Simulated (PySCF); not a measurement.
# Two-component Hartree-Fock for Ru⁴⁺ (ruthenium, charge +4)

Start: [Kr] 4d4; 4d3/2 filled at m_j = -3/2, -1/2, +1/2, +3/2. Calculated with PySCF 2.14 in x2c-SVPall-2c (6s8p6d1f, 67 functions): generalised Hartree-Fock with the X2C-1e Hamiltonian and a Gaussian nucleus; one run each with spin-orbit coupling (SO) switched off, then screened by Boettger's factors.

```json
{"spinor shell": "1s1/2", "electrons": "2", "ε, spin-free (eV)": "-22284.5", "ε, screened SO (eV)": "-22283.1", "weight of nominal j (screened SO)": "1.000", "rms radius, screened SO (bohr)": "0.0384"}
{"spinor shell": "2s1/2", "electrons": "2", "ε, spin-free (eV)": "-3328.6", "ε, screened SO (eV)": "-3328.2", "weight of nominal j (screened SO)": "1.000", "rms radius, screened SO (bohr)": "0.158"}
{"spinor shell": "2p1/2", "electrons": "2", "ε, spin-free (eV)": "-2980.9", "ε, screened SO (eV)": "-3071.6", "weight of nominal j (screened SO)": "1.000", "rms radius, screened SO (bohr)": "0.137"}
{"spinor shell": "2p3/2", "electrons": "4", "ε, spin-free (eV)": "-2980.9", "ε, screened SO (eV)": "-2938.5", "weight of nominal j (screened SO)": "1.000", "rms radius, screened SO (bohr)": "0.142"}
{"spinor shell": "3s1/2", "electrons": "2", "ε, spin-free (eV)": "-663.98", "ε, screened SO (eV)": "-663.84", "weight of nominal j (screened SO)": "1.000", "rms radius, screened SO (bohr)": "0.428"}
{"spinor shell": "3p1/2", "electrons": "2", "ε, spin-free (eV)": "-546.48", "ε, screened SO (eV)": "-562.45", "weight of nominal j (screened SO)": "1.000", "rms radius, screened SO (bohr)": "0.425"}
{"spinor shell": "3p3/2", "electrons": "4", "ε, spin-free (eV)": "-546.48", "ε, screened SO (eV)": "-538.90", "weight of nominal j (screened SO)": "1.000", "rms radius, screened SO (bohr)": "0.435"}
{"spinor shell": "3d3/2", "electrons": "4", "ε, spin-free (eV)": "-357.39", "ε, screened SO (eV)": "-360.38", "weight of nominal j (screened SO)": "0.962", "rms radius, screened SO (bohr)": "0.416"}
{"spinor shell": "4s1/2", "electrons": "2", "ε, spin-free (eV)": "-144.46", "ε, screened SO (eV)": "-144.41", "weight of nominal j (screened SO)": "1.000", "rms radius, screened SO (bohr)": "1.08"}
{"spinor shell": "4p1/2", "electrons": "2", "ε, spin-free (eV)": "-108.00", "ε, screened SO (eV)": "-114.85", "weight of nominal j (screened SO)": "0.690", "rms radius, screened SO (bohr)": "1.17"}
{"spinor shell": "4p3/2", "electrons": "4", "ε, spin-free (eV)": "-108.00", "ε, screened SO (eV)": "-104.59", "weight of nominal j (screened SO)": "0.845", "rms radius, screened SO (bohr)": "1.18"}
{"spinor shell": "4d3/2", "electrons": "4", "ε, spin-free (eV)": "-60.925", "ε, screened SO (eV)": "-60.946", "weight of nominal j (screened SO)": "0.557", "rms radius, screened SO (bohr)": "1.46"}
```

Problem. Where does 3d5/2 lie, and what is the 3d spin-orbit splitting (screened SO)?

Solution. At -355.22 eV, 5.158 eV above 3d3/2.

```tsv
quantity	spin-free	screened SO
E (hartree)	-4523.86079	-4524.48696
M_J	0	0
⟨J²⟩	4.004	3.618
⟨L²⟩	6.004	5.954
⟨S²⟩	6.001	5.948
```

The determinant has a definite M_J but mixes levels of different J.

Each row is a mean over spinors that exchange with the open shell spreads, by up to 7.360 eV (4s1/2).

Rows whose weight is well below 1 are mixtures of j = l ± 1/2: exchange outweighs spin-orbit coupling there, and the label is only the starting occupation.

Breit and QED terms are absent; they matter most for the inner s and p1/2 levels.

Densities and radii are taken from the X2C orbitals without a picture-change correction, which distorts them close to the nucleus.

Without spin-orbit coupling the j labels of p, d and f shells carry no meaning; the spin-free column gives the mean over the occupied spinors of each nl shell, and its ⟨J²⟩ belongs to a mixture of degenerate components.
